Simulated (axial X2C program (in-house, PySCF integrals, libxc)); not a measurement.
## Outer orbitals of GaF⁻ at 1.840 Å, PBE0

Computed with an in-house all-electron X2C program for linear molecules (integrals from PySCF). Spin-free means the one-electron spin-free X2C Hamiltonian; two-component (2c) means X2C with spin–orbit coupling and atomic mean-field two-electron Coulomb and Gaunt terms, so the difference of the two also holds small scalar two-electron terms. Basis: Ga dyall-acv3z [10s10p8d5f1g], F dyall-av3z [7s6p3d2f] (cores contracted in-house); Gaussian nuclei, density fitting, unrestricted open shells. Masses: Ga 68.926 u, F 18.998 u.

The distance is close to the 2c PBE0 minimum; the highest filled and lowest empty levels are listed.

Spin-free orbitals, state M_S = 1/2, Λ = 1 (beyond evenly filled blocks: π+α) (Löwdin shares):

```csv
symmetry,occupied,ε (eV),atomic character
δ+α,yes,-17.74,100% Ga d
δ-α,yes,-17.73,100% Ga d
δ+β,yes,-17.70,100% Ga d
δ-β,yes,-17.70,100% Ga d
π+α,yes,-17.64,100% Ga d
π-α,yes,-17.63,100% Ga d
π-β,yes,-17.62,100% Ga d
π+β,yes,-17.62,100% Ga d
σα,yes,-17.57,97% Ga d
σβ,yes,-17.56,97% Ga d
σα,yes,-7.81,"72% F p, 22% Ga s"
σβ,yes,-7.69,"75% F p, 20% Ga s"
π+α,yes,-6.00,"92% F p, 3% Ga p, 3% Ga d"
π-α,yes,-5.93,"91% F p, 3% Ga p, 3% Ga d"
π-β,yes,-5.89,"92% F p, 3% Ga p, 3% Ga d"
π+β,yes,-5.89,"92% F p, 3% Ga p, 3% Ga d"
σα,yes,-3.62,"54% Ga s, 23% F p, 16% Ga p"
σβ,yes,-3.30,"57% Ga s, 21% F p, 16% Ga p"
π+α,yes,1.08,"89% Ga p, 6% F p, 3% Ga d"
π-α,no,1.87,"95% Ga p, 3% F p"
σα,no,2.17,"96% Ga p, 4% Ga s"
π+β,no,2.46,"93% Ga p, 4% F p"
π-β,no,2.46,"93% Ga p, 4% F p"
```

The highest filled level is positive, so this functional does not bind it, and the empty levels of an anion are set by the basis.

Spinors with spin–orbit coupling (state Ω = 1/2):

```csv
ω,occupied,ε (eV),atomic character,λ mixture
3/2,yes,-17.93,100% Ga d,"87% δ, 13% π"
-3/2,yes,-17.90,100% Ga d,"84% δ, 16% π"
1/2,yes,-17.82,99% Ga d,"68% π, 32% σ"
-1/2,yes,-17.81,99% Ga d,"66% π, 34% σ"
-5/2,yes,-17.50,100% Ga d,100% δ
5/2,yes,-17.48,100% Ga d,100% δ
-3/2,yes,-17.43,100% Ga d,"84% π, 16% δ"
3/2,yes,-17.42,100% Ga d,"87% π, 13% δ"
-1/2,yes,-17.38,98% Ga d,"66% σ, 34% π"
1/2,yes,-17.37,98% Ga d,"68% σ, 32% π"
-1/2,yes,-7.76,"72% F p, 22% Ga s",100% σ
1/2,yes,-7.65,"75% F p, 19% Ga s",100% σ
1/2,yes,-5.98,"91% F p, 3% Ga p, 3% Ga d",100% π
-3/2,yes,-5.87,"91% F p, 3% Ga p, 3% Ga d",100% π
-1/2,yes,-5.87,"92% F p, 3% Ga p, 3% Ga d",100% π
3/2,yes,-5.83,"92% F p, 3% Ga p, 3% Ga d",100% π
-1/2,yes,-3.58,"54% Ga s, 23% F p, 16% Ga p",100% σ
1/2,yes,-3.25,"57% Ga s, 21% F p, 16% Ga p",100% σ
1/2,yes,1.09,"89% Ga p, 6% F p, 3% Ga d",100% π
-3/2,no,1.89,"95% Ga p, 3% F p",100% π
-1/2,no,2.19,"96% Ga p, 4% Ga s",100% σ
-1/2,no,2.46,"93% Ga p, 4% F p",100% π
1/2,no,2.47,"93% Ga p, 3% F p, 2% Ga d",100% π
3/2,no,2.47,"94% Ga p, 4% F p",100% π
```

The highest filled level is positive, so this functional does not bind it, and the empty levels of an anion are set by the basis.

Mulliken charges and populations of the two-component result (they depend on the basis, above all on diffuse functions):

Ga -0.36 e (s 7.93 p 13.35 d 10.05 f 0.01), F -0.64 e (s 4.00 p 5.63 d 0.01). ⟨Lz⟩ = 1.00 ħ and ⟨Sz⟩ = -0.50 ħ (-0.51 and 0.01 on the two atoms), which add up to Ω.

The state is a single determinant with fixed occupations, the lowest that a limited PBE0 search found. Density functionals use the spin component along the axis (collinear). The highest occupied level is positive at some bond lengths even in Hartree–Fock (under at least one Hamiltonian), so the basis set holds the extra electron there; where that holds at Re the anion is at best weakly bound and its constants depend on the basis. PBE0 can misorder states that lie within some tenths of an eV, so this need not be the ground state of the molecule. The nearest other spin-free determinant of the search, M_S = 1/2, Λ = 0, lies 0.41 eV up at the distance of the search. Without a current term, density functionals place determinants with orbital angular momentum somewhat too high.
